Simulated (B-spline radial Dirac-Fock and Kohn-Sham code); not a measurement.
Relativistic shifts of the levels of Fe⁶⁺

System: iron as Fe⁶⁺, 1s2 2s2 2p6 3s2 3p6 3d2.

Both columns are ΔSCF binding energies of the configuration average from a radial B-spline solver: non-relativistic Hartree-Fock with a point nucleus, and Dirac-Fock with a finite nucleus and the Coulomb interaction alone, averaged over the two j levels with weights 2j+1.

```csv
shell,Hartree-Fock (eV),Dirac-Fock (eV),shift (eV),shift (%)
1s,7195.9,7261.1,+65.23,+0.91
2s,977.9,991.4,+13.52,+1.38
2p,853.0,855.3,+2.25,+0.26
3s,219.4,221.7,+2.34,+1.07
3p,178.4,178.9,+0.42,+0.24
3d,122.7,122.2,-0.49,-0.40
```

Relativity binds 1s, 2s, 2p, 3s, 3p more strongly, among those listed most of all 2s in relative terms, and 3d more weakly, because the contracted s and p shells screen the nucleus better.

Values without a named source are computed, but for edge energies of neutral atoms, which are taken from tables.
